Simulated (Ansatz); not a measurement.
Molecule: BaF$_{2}$ (charge -1, doublet). 
Coordinates optimised at B3LYP-D3(BJ)/def2-TZVP (Ansatz, an electronic-structure program):
```
Ba
F 1 2.2890
F 1 2.2890 2 113.53
```
Charge -1, spin multiplicity 2.

Basis-set convergence of Hartree-Fock and CCSD(T) correlation energies (hartree) with Ansatz. Valence correlation only, unless marked. Open shells are spin-unrestricted. No spin-orbit coupling. The frozen core is the preceding noble-gas configuration, with the filled d and f shells of earlier blocks. The outer core of K, Ca and their heavier congeners is not correlated, a term that matters for these elements. In def2 rows, elements after Kr have scalar-relativistic effective core potentials. This anion needs diffuse functions, which these sets lack.

```
basis       functions       E(HF)  E(corr, CCSD(T))
----------  ---------  ----------  ----------------
def2-SVP           58  -223.95448          -0.41588
def2-TZVPP        102  -224.24027          -0.56141
def2-QZVPP        174         [?]               [?]
```

Task: Fill in the missing entries.

Result: 
- def2-QZVPP, E(HF): -224.25602
- def2-QZVPP, E(corr, CCSD(T)): -0.61796
